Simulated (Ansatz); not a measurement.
Cost and result up the ladder for tetramethylammonium triiodophenyl difluorosulfonate ester, `C[N+](C)(C)C.O=C(Oc1c(I)cc(I)cc1I)C(F)(F)S(=O)(=O)[O-]` (38 atoms). Total charge 0; singlet. Geometry: PBE-D4/def2-SVP.

Cartesian coordinates in Å:
```
C 2.2800 2.1413 2.0401
N 1.4282 1.2006 2.8527
C 1.1466 1.7877 4.1987
C 2.1673 -0.1034 3.0167
C 0.1317 0.9670 2.1161
H 3.2522 2.2674 2.5503
H 2.3960 1.6953 1.0283
H 1.7560 3.1123 1.9672
H 0.5997 2.7400 4.0737
H 0.5298 1.0767 4.7782
H 2.1021 1.9690 4.7239
H 2.4644 -0.4931 2.0164
H 3.0690 0.0893 3.6268
H 1.5033 -0.8186 3.5341
H 0.3793 0.6654 1.0802
H -0.4369 1.9147 2.1073
H -0.4401 0.1771 2.6329
O -1.3126 -0.6672 -0.3017
C -0.5216 -1.3196 -0.9401
O -0.6397 -1.6197 -2.2710
C -1.7771 -1.1828 -2.9222
C -1.7439 0.0009 -3.6860
I 0.0369 1.1202 -3.7579
C -2.8777 0.4196 -4.4006
C -4.0449 -0.3554 -4.3376
I -5.7618 0.2706 -5.4124
C -4.1034 -1.5403 -3.5883
C -2.9602 -1.9447 -2.8833
I -3.0092 -3.7444 -1.7750
C 0.7910 -1.8831 -0.3984
F 1.0674 -3.1047 -0.8968
F 0.6678 -1.9851 0.9611
S 2.2512 -0.6879 -0.7714
O 1.5947 0.6610 -0.5486
O 2.6322 -0.9868 -2.1662
O 3.2420 -1.0360 0.3015
H -2.8406 1.3410 -4.9960
H -5.0192 -2.1444 -3.5528
```

Ansatz on 2 threads of AMD EPYC 7R13 on a shared host and a share (18 GiB) of an NVIDIA H100 80GB HBM3. Times are rough, and most runs start from the orbitals of an earlier one. PBE0-D4/def2-TZVP serves as the yardstick here, not as an exact answer. Differences are given only for rows in sets of like size (and for xTB, whose basis is part of the method), since another set adds its own error. Binding counts from free atoms at the same level (C triplet, N quartet, H doublet, O triplet, I doublet, F doublet, S triplet; other spins of the atoms weren't run), without zero-point energy or a counterpoise term.

In the def2 sets I takes a core potential; there is no spin–orbit coupling. B3LYP takes the VWN-RPA correlation. Correlated methods freeze 37 core orbitals; core or outer-core shells of I are correlated, in sets that lack core-valence functions. The rows differ in basis, and correlated rows in double-zeta sets carry the largest basis error. Single mean-field runs in def2-SVP, def2-TZVP are fitted with def2-universal-jkfit.

Run but left out: HF/STO-3G (restricted singlet, unstable in another Hartree–Fock run and untested here).

Correlated methods converge slowly with the basis, most of all in double-zeta sets.

```
                            level  functions  wall time
r2SCAN-D4/def2-TZVP (with forces)        891       20 s
               B3LYP-D4/def2-TZVP        891       21 s
                 PBE0-D4/def2-SVP        446       21 s
                  PBE-D4/def2-SVP        446       22 s
   PBE-D4/def2-TZVP (with forces)        891       22 s
                PBE0-D4/def2-TZVP        891       24 s
                     MP2/def2-SVP        446       26 s
             r2SCANh-D4/def2-TZVP        891       27 s
```

Question: Estimate what each level gives for the binding energy per atom (eV).

Answer: 
| level | binding energy per atom (eV) | difference from PBE0-D4/def2-TZVP (eV) | remarks |
| --- | --- | --- | --- |
| r2SCAN-D4/def2-TZVP (with forces) | 4.30 | -0.01 | – |
| B3LYP-D4/def2-TZVP | 4.25 | -0.06 | – |
| PBE0-D4/def2-SVP | 4.33 | – | – |
| PBE-D4/def2-SVP | 4.49 | – | – |
| PBE-D4/def2-TZVP (with forces) | 4.46 | 0.15 | – |
| PBE0-D4/def2-TZVP | 4.31 | 0.00 | – |
| MP2/def2-SVP | 4.13 | – | restricted SCF unstable |
| r2SCANh-D4/def2-TZVP | 4.25 | -0.06 | – |
